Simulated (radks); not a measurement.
The chlorine ion Cl+ inside a hard spherical wall (all orbitals vanish at R), configuration held at [Ne] 3s2 3p4 and not refilled when levels cross. Method: scalar-relativistic Kohn-Sham, LDA (Slater exchange, VWN5 correlation), spin-polarised, spherical densities, finite nucleus; open shells are filled with parallel spins first; Fermi nuclear charge, rms radius 3.3654 fm; computed with a radial shooting solver on a logarithmic mesh with Libxc functionals. Eigenvalues in eV for spin up, with the zero of energy where the potential of the charges vanishes at infinity; a dash marks a level that is unbound or too diffuse for the functional's potential to be trusted. A positive occupied level is held by the wall or, in an anion where self-interaction has pushed it up, behind a barrier. The pressure on the wall is -dE/dV.

R (bohr),E (hartree),kinetic (hartree),e(2s),e(2p),e(3s),e(3p),"e(4s, empty)","e(3d, empty)",pressure (GPa)
free,-459.64348,461.386,-264.60,-204.58,-32.920,-20.302,-5.723,-4.501,0
20,-459.64348,461.386,-264.60,-204.58,-32.920,-20.302,-5.723,-4.501,< 0.0001
15,-459.64348,461.386,-264.60,-204.58,-32.920,-20.302,-5.723,-4.501,< 0.0001
12,-459.64348,461.386,-264.60,-204.58,-32.920,-20.302,-5.717,-4.499,< 0.0001
7,-459.64336,461.387,-264.59,-204.57,-32.913,-20.295,-4.972,-4.295,0.0125
6,-459.64244,461.398,-264.53,-204.52,-32.874,-20.254,-3.847,-3.997,0.145
5,-459.63477,461.468,-264.21,-204.20,-32.656,-20.017,-0.863,-3.189,1.72
3.5,-459.44308,462.644,-260.20,-200.13,-29.932,-16.849,17.974,2.245,80.1
2.5,-457.96992,468.798,-245.58,-185.22,-17.721,-2.706,76.671,19.469,1360
2,-454.52475,479.921,-226.70,-165.79,4.824,21.980,164.51,44.250,6930
1.5,-442.24314,512.440,-188.98,-126.28,77.010,95.116,393.31,104.98,47500
